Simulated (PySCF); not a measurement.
C2H7NO2Si (SMILES C=C[Si](N)(O)O), singlet, geometry from GFN2-xTB; CASSCF(6,5)/STO-3G run with PySCF.

PySCF was given this input:
```python
from pyscf import gto, scf, mcscf
import numpy

mol = gto.Mole()
mol.atom = '''
    C     1.945603    0.641147    1.388627
    C     1.453372   -0.197080    0.491761
    Si   -0.291034   -0.127951   -0.221883
    N    -1.287877    0.673294    0.937300
    O    -0.814554   -1.627587   -0.595575
    O    -0.355009    0.694409   -1.637890
    H     1.351170    1.445759    1.789592
    H     2.954678    0.565007    1.766233
    H     2.098425   -0.989426    0.129829
    H    -2.245653    0.851189    0.677159
    H    -1.260182    0.330888    1.883009
    H    -0.690775   -1.949458   -1.484212
    H    -0.155395    1.625321   -1.630959
'''
mol.basis = 'sto-3g'
mol.charge = 0
mol.spin = 0
mol.verbose = 4
mol.build()

mf = scf.RHF(mol)
mf.kernel()
mc = mcscf.CASSCF(mf, 5, 6)
mc.fix_spin_(ss=0.0)
mc.kernel()
occ = numpy.linalg.eigvalsh(mc.fcisolver.make_rdm1(mc.ci, mc.ncas, mc.nelecas))[::-1]
ss = mc.fcisolver.spin_square(mc.ci, mc.ncas, mc.nelecas)[0]
print('natural occupations', occ.round(4), ' <S^2>', round(ss, 4))
```

Problem. What does PySCF print? Leave out banner, timings and long lists.

Solution. 
```
PySCF version 2.14.0

[INPUT] verbose = 4
[INPUT] num. atoms = 13
[INPUT] num. electrons = 56
[INPUT] charge = 0
[INPUT] spin (= nelec alpha-beta = 2S) = 0
[INPUT] symmetry False subgroup None
[INPUT] Mole.unit = angstrom
[INPUT] Symbol           X                Y                Z      unit          X                Y                Z       unit  Magmom
[...]
nuclear repulsion = 315.075510835427
number of shells = 27
number of NR pGTOs = 123
number of NR cGTOs = 41
basis = sto-3g
ecp = {}

******** <class 'pyscf.scf.hf.RHF'> ********
method = RHF
initial guess = minao
damping factor = 0
level_shift factor = 0
DIIS = <class 'pyscf.scf.diis.CDIIS'>
diis_start_cycle = 1
diis_space = 8
diis_damp = 0
SCF conv_tol = 1e-09
SCF conv_tol_grad = None
SCF max_cycles = 50
direct_scf = True
direct_scf_tol = 1e-13
Set gradient conv threshold to 3.16228e-05
Initial guess from minao.
init E= -566.827280054514
[...]
cycle= 1 E= -565.786578279203  delta_E= 1.04  |g|= 0.606  |ddm|= 4.46
[...]
cycle= 2 E= -565.921183676638  delta_E= -0.135  |g|= 0.114  |ddm|= 1.02
[...]
cycle= 3 E= -565.925975038663  delta_E= -0.00479  |g|= 0.0246  |ddm|= 0.187
[...]
cycle= 4 E= -565.926330570109  delta_E= -0.000356  |g|= 0.00474  |ddm|= 0.0622
[...]
cycle= 5 E= -565.926342868557  delta_E= -1.23e-05  |g|= 0.00148  |ddm|= 0.0119
[...]
cycle= 6 E= -565.926344279247  delta_E= -1.41e-06  |g|= 0.000694  |ddm|= 0.00363
[...]
cycle= 7 E= -565.926344500018  delta_E= -2.21e-07  |g|= 0.000134  |ddm|= 0.0016
[...]
cycle= 8 E= -565.926344512901  delta_E= -1.29e-08  |g|= 5.52e-05  |ddm|= 0.000336
[...]
cycle= 9 E= -565.926344514783  delta_E= -1.88e-09  |g|= 9.74e-06  |ddm|= 0.000147
[...]
cycle= 10 E= -565.926344514849  delta_E= -6.59e-11  |g|= 2.01e-06  |ddm|= 2.75e-05
[...]
Extra cycle  E= -565.926344514848  delta_E= 1.14e-12  |g|= 7.39e-07  |ddm|= 3.93e-06
converged SCF energy = -565.926344514848

******** <class 'pyscf.mcscf.mc1step.CASSCF'> ********
CAS (3e+3e, 5o), ncore = 25, nvir = 11
max_cycle_macro = 50
max_cycle_micro = 4
conv_tol = 1e-07
conv_tol_grad = None
orbital rotation max_stepsize = 0.02
orbital rotation threshold for CI restart = 0.01
augmented hessian ah_max_cycle = 30
augmented hessian ah_conv_tol = 1e-12
augmented hessian ah_linear dependence = 1e-14
augmented hessian ah_level shift = 1e-08
augmented hessian ah_start_tol = 2.5
augmented hessian ah_start_cycle = 3
augmented hessian ah_grad_trust_region = 3
kf_trust_region = 3
kf_interval = 4
ci_response_space = 4
ci_grad_trust_region = 3
with_dep4 0
natorb = False
canonicalization = True
sorting_mo_energy = False
ao2mo_level = 2
internal_rotation = False
******** <class 'pyscf.fci.addons.SpinPenaltyFCISolver'> ********
max. cycles = 50
conv_tol = 1e-08
davidson only = True
linear dependence = 1e-12
level shift = 0.001
max iter space = 12
nroots = 1
pspace_size = 400
spin = None
CASCI E = -565.958995931608  S^2 = 0.0000000
Set conv_tol_grad to 0.000316228
macro iter   1 ( 21 JK    4 micro), CASSCF E = -565.973893288864  dE = -1.48973573e-02  S^2 = 0.0000000
               |grad[o]|=0.0291  |grad[c]|=0.0338  |ddm|=0.0556  |maxRot[o]|= 0.28
macro iter   2 ( 21 JK    4 micro), CASSCF E = -565.982147451577  dE = -8.25416271e-03  S^2 = 0.0000000
               |grad[o]|=0.0186  |grad[c]|=0.0172  |ddm|=0.0176  |maxRot[o]|= 0.31
macro iter   3 ( 21 JK    4 micro), CASSCF E = -565.983795319332  dE = -1.64786776e-03  S^2 = 0.0000000
               |grad[o]|=0.0109  |grad[c]|=0.00588  |ddm|=0.00291  |maxRot[o]|=0.0952
macro iter   4 ( 11 JK    3 micro), CASSCF E = -565.984311168296  dE = -5.15848964e-04  S^2 = 0.0000000
               |grad[o]|=0.00479  |grad[c]|=0.00139  |ddm|=0.00273  |maxRot[o]|=0.0949
macro iter   5 ( 12 JK    3 micro), CASSCF E = -565.984343442374  dE = -3.22740785e-05  S^2 = 0.0000000
               |grad[o]|=0.00123  |grad[c]|=0.00125  |ddm|=0.000628  |maxRot[o]|=0.0463
macro iter   6 (  7 JK    2 micro), CASSCF E = -565.984346753516  dE = -3.31114131e-06  S^2 = 0.0000000
[...]
               |grad[o]|=0.00076  |grad[c]|=0.00509  |ddm|=0.00377  |maxRot[o]|=0.0697
macro iter  20 (  7 JK    2 micro), CASSCF E = -565.985060013917  dE = -1.09398676e-04  S^2 = 0.0000000
               |grad[o]|=0.000784  |grad[c]|=0.00115  |ddm|=0.00562  |maxRot[o]|=0.0697
macro iter  21 (  7 JK    2 micro), CASSCF E = -565.985167634053  dE = -1.07620136e-04  S^2 = 0.0000000
               |grad[o]|=0.000731  |grad[c]|=0.00391  |ddm|=0.0071  |maxRot[o]|=0.0697
macro iter  22 (  7 JK    2 micro), CASSCF E = -565.985272339926  dE = -1.04705873e-04  S^2 = 0.0000000
               |grad[o]|=0.000704  |grad[c]|=0.00681  |ddm|=0.00853  |maxRot[o]|=0.0696
macro iter  23 (  7 JK    2 micro), CASSCF E = -565.985362282584  dE = -8.99426583e-05  S^2 = 0.0000000
               |grad[o]|=0.000658  |grad[c]|=0.00775  |ddm|=0.00905  |maxRot[o]|=0.0678
macro iter  24 (  7 JK    2 micro), CASSCF E = -565.985427754525  dE = -6.54719408e-05  S^2 = 0.0000000
               |grad[o]|=0.000657  |grad[c]|=0.00521  |ddm|=0.00735  |maxRot[o]|=0.0696
macro iter  25 (  7 JK    2 micro), CASSCF E = -565.985462992315  dE = -3.52377904e-05  S^2 = 0.0000000
               |grad[o]|=0.000528  |grad[c]|=0.00185  |ddm|=0.00421  |maxRot[o]|=0.0612
macro iter  26 (  7 JK    2 micro), CASSCF E = -565.985480448253  dE = -1.74559377e-05  S^2 = 0.0000000
               |grad[o]|=0.000406  |grad[c]|=0.000156  |ddm|=0.00203  |maxRot[o]|=0.0578
macro iter  27 ( 11 JK    2 micro), CASSCF E = -565.985470869393  dE =  9.57885970e-06  S^2 = 0.0000000
               |grad[o]|=0.000276  |grad[c]|=0.00279  |ddm|=0.000616  |maxRot[o]|=0.0395
macro iter  28 (  7 JK    2 micro), CASSCF E = -565.985478031626  dE = -7.16223303e-06  S^2 = 0.0000000
               |grad[o]|=0.000498  |grad[c]|=0.000324  |ddm|=0.000545  |maxRot[o]|=0.021
macro iter  29 ( 12 JK    3 micro), CASSCF E = -565.985468551204  dE =  9.48042225e-06  S^2 = 0.0000000
               |grad[o]|=0.000178  |grad[c]|=0.00132  |ddm|=0.00097  |maxRot[o]|=0.0282
macro iter  30 (  7 JK    2 micro), CASSCF E = -565.985475037023  dE = -6.48581829e-06  S^2 = 0.0000000
               |grad[o]|=0.000325  |grad[c]|=0.000142  |ddm|=0.000245  |maxRot[o]|=0.0115
macro iter  31 (  7 JK    2 micro), CASSCF E = -565.985481547593  dE = -6.51057087e-06  S^2 = 0.0000000
               |grad[o]|=0.000202  |grad[c]|=0.00051  |ddm|=0.000784  |maxRot[o]|=0.0265
macro iter  32 (  6 JK    1 micro), CASSCF E = -565.985482581507  dE = -1.03391358e-06  S^2 = 0.0000000
               |grad[o]|=0.000112  |grad[c]|=0.000683  |ddm|=0.000105  |maxRot[o]|=0.0153
macro iter  33 (  7 JK    1 micro), CASSCF E = -565.985483031328  dE = -4.49820959e-07  S^2 = 0.0000000
               |grad[o]|=7.14e-05  |grad[c]|=0.00043  |ddm|=3.98e-05  |maxRot[o]|=0.00617
macro iter  34 (  7 JK    1 micro), CASSCF E = -565.985483465827  dE = -4.34499384e-07  S^2 = 0.0000000
               |grad[o]|=5.51e-05  |grad[c]|=0.00051  |ddm|=5.22e-05  |maxRot[o]|=0.0082
macro iter  35 (  7 JK    1 micro), CASSCF E = -565.985483707553  dE = -2.41725843e-07  S^2 = 0.0000000
               |grad[o]|=5.76e-05  |grad[c]|=0.000389  |ddm|=2.25e-05  |maxRot[o]|=0.00621
macro iter  36 (  7 JK    1 micro), CASSCF E = -565.985483869982  dE = -1.62429046e-07  S^2 = 0.0000000
               |grad[o]|=4.31e-05  |grad[c]|=0.000323  |ddm|=1.93e-05  |maxRot[o]|=0.00466
macro iter  37 (  6 JK    1 micro), CASSCF E = -565.985483969293  dE = -9.93110234e-08  S^2 = 0.0000000
               |grad[o]|=4.99e-05  |grad[c]|=0.00025  |ddm|=1.6e-05  |maxRot[o]|=0.00325
1-step CASSCF converged in  37 macro (317 JK  77 micro) steps
CASSCF canonicalization
Density matrix diagonal elements [1.9802437  1.93482491 1.94827161 0.11557873 0.02108105]
CASSCF energy = -565.985483969293
CASCI E = -565.985483969293  E(CI) = -9.00721701966381  S^2 = 0.0000000
natural occupations [1.9989 1.9795 1.8851 0.1158 0.0208]  <S^2> 0.0
```
